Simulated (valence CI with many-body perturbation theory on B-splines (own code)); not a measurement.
# As¹⁸⁺: electric-dipole lines

Calculated by relativistic CI+MBPT: five valence electrons over a frozen Dirac-Fock core [Ne], radial functions for each j: 11 s, 11 p, 10 d, 8 f, 5 g, 2 h, with the one-electron correlation potential Σ1 (screened to all orders), the two-electron term Σ2, the three-electron term Σ3, Breit, model QED; selected single and double excitations, second order for the rest, scaled by the run's own slope (own B-spline code, finite nucleus).

No measured levels were compared; by estimate levels of excited configurations hold to 0.05 to 0.15 % of their energy, terms of the ground configuration to about 0.5 %. Among the levels kept, up to 3300 cm⁻¹ of a level comes from second order outside the variational space, and about a tenth of that is noise between levels of different J, which matters for small intervals.

Lines 51 to 100 of 588 in falling wavelength, among levels below 204.01 eV, chosen from the strongest by gf and those to the six lowest levels. Wavelengths and rates use the calculated energies, so an error of 300 cm⁻¹ moves a line at 19.66 nm by 0.059 % and its rate by three times that or more. Electric multipoles are in the length gauge, E1 and E2 with the static RPA response of the core. Weak lines are less certain than strong ones. Lines between different terms over intervals too small for the method are left out, as are lines whose strength nearly cancels. Where a level lies close to another of its J and parity, the split of strength between their lines is uncertain. The highest levels of a list are the least certain.

Names give the largest LS component (configuration and term), which can be under half, so a name can repeat, a term be missing and a line seem to break the LS rules; names also repeat where a configuration has a term twice. Letters in brackets count levels of one name in rising energy.

| λ vac (nm) | Upper | Lower | A (s⁻¹) | S (a.u.) with core polarisation | S without |
| --- | --- | --- | --- | --- | --- |
| 19.66 | 3s.3p3.3d 2P°_3/2 [a] | 3s.3p4 2P_3/2 | 4.22e+09 | 6.33e-02 | 6.53e-02 |
| 19.56 | 3p4.3d 2G_7/2 | 3s.3p3.3d 4G°_7/2 | 2.20e+09 | 6.49e-02 | 6.69e-02 |
| 19.54 | 3s.3p3.3d 2F°_5/2 [b] | 3s2.3p2.3d 2D_5/2 [c] | 3.72e+09 | 8.22e-02 | 8.47e-02 |
| 19.53 | 3s.3p3.3d 4D°_3/2 [d] | 3s2.3p2.3d 2D_3/2 [a] | 5.19e+09 | 7.63e-02 | 7.86e-02 |
| 19.48 | 3s.3p3.3d 2D°_5/2 [c] | 3s2.3p2.3d 2D_5/2 [a] | 3.02e+09 | 6.60e-02 | 6.80e-02 |
| 19.41 | 3s.3p3.3d 2G°_9/2 [b] | 3s2.3p2.3d 2G_9/2 | 1.78e+10 | 6.42e-01 | 6.61e-01 |
| 19.30 | 3p4.3d 4D_1/2 | 3s.3p3.3d 4D°_3/2 [a] | 1.23e+10 | 8.70e-02 | 8.96e-02 |
| 19.14 | 3s.3p3.3d 4F°_9/2 [b] | 3s2.3p2.3d 4F_9/2 | 6.25e+09 | 2.16e-01 | 2.23e-01 |
| 19.12 | 3s.3p3.3d 4F°_5/2 [b] | 3s2.3p2.3d 4D_3/2 | 6.44e+09 | 1.33e-01 | 1.37e-01 |
| 19.11 | 3s.3p3.3d 4F°_7/2 [b] | 3s2.3p2.3d 2F_7/2 [a] | 2.78e+09 | 7.67e-02 | 7.90e-02 |
| 19.09 | 3s.3p3.3d 2F°_7/2 [b] | 3s2.3p2.3d 4P_5/2 | 3.61e+09 | 9.92e-02 | 1.02e-01 |
| 19.06 | 3s.3p3.3d 2P°_1/2 | 3s2.3p2.3d 2D_3/2 [c] | 1.06e+10 | 7.28e-02 | 7.50e-02 |
| 19.04 | 3s.3p3.3d 4D°_5/2 [d] | 3s2.3p2.3d 4D_7/2 | 6.30e+09 | 1.29e-01 | 1.33e-01 |
| 19.03 | 3s.3p3.3d 4F°_3/2 [b] | 3s2.3p2.3d 4D_1/2 | 4.54e+09 | 6.18e-02 | 6.36e-02 |
| 19.00 | 3p4.3d 4D_7/2 | 3s.3p3.3d 4D°_7/2 [a] | 8.11e+09 | 2.20e-01 | 2.26e-01 |
| 18.98 | 3s2.3p2.3d 2P_3/2 [a] | 3s2.3p3 2D°_5/2 | 1.18e+10 | 1.59e-01 | 1.64e-01 |
| 18.96 | 3s.3p3.3d 4F°_3/2 [b] | 3s2.3p2.3d 4D_3/2 | 5.39e+09 | 7.25e-02 | 7.47e-02 |
| 18.96 | 3s.3p3.3d 4D°_7/2 [b] | 3s2.3p2.3d 2F_7/2 [a] | 2.11e+09 | 5.67e-02 | 5.84e-02 |
| 18.96 | 3s2.3p2.3d 4D_3/2 | 3s2.3p3 2P°_3/2 | 1.76e+08 | 2.37e-03 | 2.44e-03 |
| 18.92 | 3s.3p3.3d 2D°_3/2 [a] | 3s2.3p2.3d 2F_5/2 | 6.82e+09 | 9.12e-02 | 9.40e-02 |
| 18.92 | 3s.3p3.3d 4D°_1/2 [e] | 3s2.3p2.3d 4P_1/2 | 1.42e+10 | 9.49e-02 | 9.77e-02 |
| 18.89 | 3s2.3p2.3d 4D_1/2 | 3s2.3p3 2P°_3/2 | 5.59e+09 | 3.72e-02 | 3.84e-02 |
| 18.89 | 3p4.3d 4D_5/2 | 3s.3p3.3d 4D°_5/2 [a] | 5.70e+09 | 1.14e-01 | 1.17e-01 |
| 18.88 | 3s.3p3.3d 4D°_5/2 [e] | 3s2.3p2.3d 4P_3/2 | 8.66e+09 | 1.73e-01 | 1.78e-01 |
| 18.86 | 3s.3p3.3d 2G°_9/2 [b] | 3s2.3p2.3d 2G_7/2 | 4.29e+09 | 1.42e-01 | 1.46e-01 |
| 18.84 | 3p4.3d 4D_3/2 | 3s.3p3.3d 4F°_3/2 [a] | 4.48e+09 | 5.92e-02 | 6.09e-02 |
| 18.84 | 3s.3p3.3d 4D°_3/2 [d] | 3s2.3p2.3d 4P_3/2 | 5.40e+09 | 7.12e-02 | 7.33e-02 |
| 18.83 | 3s.3p3.3d 4F°_9/2 [b] | 3s2.3p2.3d 2F_7/2 [a] | 4.85e+09 | 1.60e-01 | 1.65e-01 |
| 18.83 | 3s.3p3.3d 4D°_5/2 [b] | 3s2.3p2.3d 4F_7/2 | 4.77e+09 | 9.43e-02 | 9.71e-02 |
| 18.82 | 3s.3p3.3d 4P°_3/2 [a] | 3s2.3p2.3d 4F_5/2 | 6.44e+09 | 8.48e-02 | 8.73e-02 |
| 18.76 | 3s.3p3.3d 2G°_7/2 [b] | 3s2.3p2.3d 4D_7/2 | 8.49e+09 | 2.21e-01 | 2.28e-01 |
| 18.71 | 3s.3p3.3d 2F°_7/2 [b] | 3s2.3p2.3d 2G_7/2 | 6.37e+09 | 1.65e-01 | 1.70e-01 |
| 18.68 | 3s.3p3.3d 2D°_5/2 [d] | 3s2.3p2.3d 2D_5/2 [b] | 1.16e+10 | 2.24e-01 | 2.31e-01 |
| 18.65 | 3s.3p3.3d 4F°_7/2 [b] | 3s2.3p2.3d 4F_7/2 | 3.20e+09 | 8.20e-02 | 8.44e-02 |
| 18.62 | 3s.3p4 2D_3/2 | 3s2.3p3 4S°_3/2 | 3.21e+08 | 4.09e-03 | 4.22e-03 |
| 18.57 | 3s.3p3.3d 4F°_7/2 [b] | 3s2.3p2.3d 2F_5/2 | 3.18e+09 | 8.05e-02 | 8.28e-02 |
| 18.53 | 3s.3p3.3d 4D°_5/2 [e] | 3s2.3p2.3d 4P_5/2 | 8.18e+09 | 1.54e-01 | 1.59e-01 |
| 18.52 | 3s.3p3.3d 4P°_5/2 [b] | 3s2.3p2.3d 2F_7/2 [a] | 5.52e+09 | 1.04e-01 | 1.07e-01 |
| 18.46 | 3s.3p3.3d 2F°_7/2 [a] | 3s2.3p2.3d 2F_7/2 [a] | 7.28e+09 | 1.81e-01 | 1.86e-01 |
| 18.45 | 3s.3p3.3d 4F°_5/2 [b] | 3s2.3p2.3d 2F_5/2 | 7.12e+09 | 1.32e-01 | 1.36e-01 |
| 18.45 | 3s.3p4 2S_1/2 [b] | 3s2.3p3 2P°_1/2 | 2.05e+09 | 1.27e-02 | 1.31e-02 |
| 18.43 | 3s.3p3.3d 2D°_3/2 [c] | 3s2.3p2.3d 4P_3/2 | 7.17e+09 | 8.86e-02 | 9.12e-02 |
| 18.42 | 3s2.3p2.3d 4D_5/2 | 3s2.3p3 2P°_3/2 | 6.52e+07 | 1.21e-03 | 1.25e-03 |
| 18.36 | 3s.3p3.3d 2F°_7/2 [d] | 3s2.3p2.3d 2D_5/2 [b] | 8.62e+09 | 2.11e-01 | 2.17e-01 |
| 18.33 | 3s2.3p.3d2 4G°_5/2 [b] | 3s2.3p2.3d 2D_3/2 [a] | 5.19e+09 | 9.46e-02 | 9.74e-02 |
| 18.32 | 3s.3p3.3d 2P°_3/2 [d] | 3s2.3p2.3d 2D_5/2 [a] | 1.58e+10 | 1.91e-01 | 1.97e-01 |
| 18.28 | 3s.3p3.3d 6D°_3/2 | 3s.3p4 4P_5/2 | 1.48e+08 | 1.78e-03 | 1.83e-03 |
| 18.27 | 3s2.3p2.3d 2P_3/2 [a] | 3s2.3p3 2D°_3/2 | 2.00e+08 | 2.41e-03 | 2.49e-03 |
| 18.25 | 3s.3p3.3d 4D°_7/2 [d] | 3s2.3p2.3d 4P_5/2 | 1.01e+10 | 2.41e-01 | 2.48e-01 |
| 18.23 | 3s.3p3.3d 6D°_5/2 | 3s.3p4 4P_5/2 | 2.09e+08 | 3.75e-03 | 3.85e-03 |
